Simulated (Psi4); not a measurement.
ditellurium (Te₂), triplet, at a GFN2-xTB geometry (core potentials on Te). Base run: Psi4 with R2SCAN/def2-SVP.

Psi4 was given this input:
```
memory 2 GB

molecule mol {
0 3
  Te   -0.000000   -0.000000   -1.300999
  Te    0.000000    0.000000    1.300999
}

set basis def2-svp
set reference uks

energy('r2scan')
print_variables()
```

Each row names what was changed in the base input (with any setting that the change needs).

```json
[
 {"change": "base", "ΔE vs base (µEh)": "0.0", "SCF cycles": "7", "grid points": "39624", "basis functions": "52", "outcome": "converged"},
 {"change": "d_convergence = 1e-8", "ΔE vs base (µEh)": "0.0", "SCF cycles": "9", "grid points": "39624", "basis functions": "52", "outcome": "converged"},
 {"change": "puream = false", "ΔE vs base (µEh)": "-1970", "SCF cycles": "7", "grid points": "39624", "basis functions": "56", "outcome": "converged"},
 {"change": "level_shift = 0.3", "ΔE vs base (µEh)": "0.0", "SCF cycles": "7", "grid points": "39624", "basis functions": "52", "outcome": "converged"},
 {"change": "dft_pruning_scheme = robust", "ΔE vs base (µEh)": "0.0", "SCF cycles": "7", "grid points": "39624", "basis functions": "52", "outcome": "converged"},
 {"change": "diis_max_vecs = 15", "ΔE vs base (µEh)": "0.0", "SCF cycles": "7", "grid points": "39624", "basis functions": "52", "outcome": "converged"},
 {"change": "scf_type = dfdirj+link", "ΔE vs base (µEh)": "0.0", "SCF cycles": "7", "grid points": "39624", "basis functions": "52", "outcome": "converged"},
 {"change": "guess = sap", "ΔE vs base (µEh)": "0.0", "SCF cycles": "9", "grid points": "39624", "basis functions": "52", "outcome": "converged"},
 {"change": "scf_type = cd", "ΔE vs base (µEh)": "10.0", "SCF cycles": "7", "grid points": "39624", "basis functions": "52", "outcome": "converged"},
 {"change": "scf_type = mem_df", "ΔE vs base (µEh)": "0.0", "SCF cycles": "7", "grid points": "39624", "basis functions": "52", "outcome": "converged"},
 {"change": "dft_radial_points = 50", "ΔE vs base (µEh)": "5927", "SCF cycles": "7", "grid points": "26338", "basis functions": "52", "outcome": "converged"},
 {"change": "soscf = true", "ΔE vs base (µEh)": "-", "SCF cycles": "-", "grid points": "-", "basis functions": "52", "outcome": "stopped with an error"},
 {"change": "dft_radial_scheme = mura", "ΔE vs base (µEh)": "1782", "SCF cycles": "7", "grid points": "41298", "basis functions": "52", "outcome": "converged"}
]
```

Open shells are given as the SCF converged; they aren't shown to be the lowest states, and a large step between rows can be another state.

- soscf = true: ended with `Fatal Error: Vx: UKS does not support rotated V builds for MGGA's`
